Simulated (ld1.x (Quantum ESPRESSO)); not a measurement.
# Varying the PAW potential for S

Base potential:

S, PAW, made with ld1.x (Quantum ESPRESSO) 7.5 (PBEsol, scalar-relativistic). Core [Ne], reference 3s2 3p4. Waves: 3s (bound): rcut 1.25, rcutus 1.65 bohr; 3s channel at -0.2 Ry: rcut 1.25, rcutus 1.65 bohr; 3p (bound): rcut 1.30, rcutus 1.80 bohr; 3p channel at 0.9 Ry: rcut 1.30, rcutus 1.80 bohr. Local part: all-electron potential smoothed inside 1.50 bohr (lloc = -1). Core correction: Bessel-smoothed model core inside 1.50 bohr. Augmentation charge: PSQ, inside the norm-conserving radii.

All-electron outer shells of the reference configuration (PBEsol, scalar-relativistic, ld1.x):

| shell | level (eV) | outermost node (bohr) | outermost maximum (bohr) |
| --- | --- | --- | --- |
| 2s | -211.24 | 0.13 | 0.39 |
| 2p | -156.32 | – | 0.33 |
| 3s | -17.19 | 0.60 | 1.40 |
| 3p | -6.98 | 0.58 | 1.61 |

Cutoffs, loose and tight: the cutoffs (Ry, on a coarse ladder) from which the occupation-weighted sum of valence levels, in a spherical-Bessel basis at the reference potential, stays within 10 and 1 mRy of its value at 400 Ry. They do not see the model core or the augmentation charge, which bear on the density cutoff. Test errors are all-electron minus pseudo excitation energies from the reference, over the configurations 3s2 3p3; 3s2 3p2; 3s2 3p1; 3s2 3p4.3; 3s2 3p3.5; 3s1 3p4; 3s0 3p6. A dash means not determined; rows that change the core or the reference have their own tests.

| change | outcome | cutoff, loose | cutoff, tight | bound ghosts | largest test error (meV) |
| --- | --- | --- | --- | --- | --- |
| base | generated | 18 Ry | 25 Ry | none | -34 |
| local potential all-electron potential smoothed inside 1.94 bohr (lloc = -1) | generated | 18 Ry | 25 Ry | none | -35 |
| waves 3s (bound): rcut 1.04, rcutus 1.10 bohr; 3s channel at -0.2 Ry: rcut 1.04, rcutus 1.10 bohr | failed: new_paw_hamiltonian: negative rho | – | – | – | – |
| local potential all-electron potential smoothed inside 1.65 bohr (lloc = -1) | generated | 18 Ry | 25 Ry | none | -34 |
| all radii but the core radius scaled by about 1.37 (s 2.26, p 2.48 bohr, rcut 1.72/1.78); local potential all-electron potential smoothed inside 2.06 bohr (lloc = -1) | failed: new_paw_hamiltonian: negative rho | – | – | – | – |
| core correction Bessel-smoothed model core inside 1.62 bohr | generated | 18 Ry | 25 Ry | none | -34 |
| wave 3p channel at 0.9 Ry: rcut 1.30, rcutus 1.80 bohr becomes 3p channel at -0.06 Ry: rcut 1.30, rcutus 1.80 bohr | generated | 18 Ry | 25 Ry | none | -34 |
| functional PBE | generated | 18 Ry | 25 Ry | none | -32 |
| local potential all-electron potential smoothed inside 1.12 bohr (lloc = -1) | generated | 18 Ry | 25 Ry | none | -33 |
| augmentation GAUSS, radius 0.90 bohr | failed: new_paw_hamiltonian: negative rho | – | – | – | – |

What comes out with this change to the base: reference 3s2 3p3.75?

outcome: generated; cutoff, loose: 18 Ry; cutoff, tight: 25 Ry; bound ghosts: none; largest test error (meV): -100.

What comes out with this change to the base: waves 3p (bound): rcut 1.30, rcutus 2.48 bohr; 3p channel at 0.9 Ry: rcut 1.30, rcutus 2.48 bohr?

outcome: generated; cutoff, loose: 12 Ry; cutoff, tight: 15 Ry; bound ghosts: none; largest test error (meV): -26.

What comes out with this change to the base: waves 3s (bound): rcut 1.25, rcutus 2.56 bohr; 3s channel at -0.2 Ry: rcut 1.25, rcutus 2.56 bohr?

outcome: generated; cutoff, loose: 18 Ry; cutoff, tight: 25 Ry; bound ghosts: none; largest test error (meV): -8.7.
